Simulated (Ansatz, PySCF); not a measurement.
Scan of H3B, singlet: umbrella (inversion) coordinate, bond length relaxed. Scanned: angle between the B-H bonds and the threefold axis (90 = planar). Other coordinates (B-H bond length) were minimised at B3LYP/def2-TZVP.

Levels: RKS-B3LYP/6-311+G** = restricted B3LYP/6-311+G**, spherical d run with PySCF; RKS-PBE/cc-pVTZ = restricted PBE/cc-pVTZ in Ansatz (a first-principles code); wB97X-V/cc-pVTZ (PySCF).

Energies in kJ/mol, each method relative to its own lowest point.

```
a / °  RKS-B3LYP/6-311+G**  RKS-PBE/cc-pVTZ  wB97X-V
-----  -------------------  ---------------  -------
90                     0.0              0.0      0.0
93                     2.2              2.1      2.2
96                     8.8              8.3      8.8
99                    19.7             18.8     19.7
102                   35.1             33.4     35.1
105                   54.9             52.2     55.0
108                   79.1             75.2     79.3
111                  107.9            102.5    108.1
114                  141.2            134.2    141.6
117                  179.1            170.2    179.7
120                  221.8            210.8    222.7
123                  269.4            255.8    270.6
126                  321.9            305.6    323.6
129                  379.8            360.4    382.0
132                  443.2            420.2    446.0
```
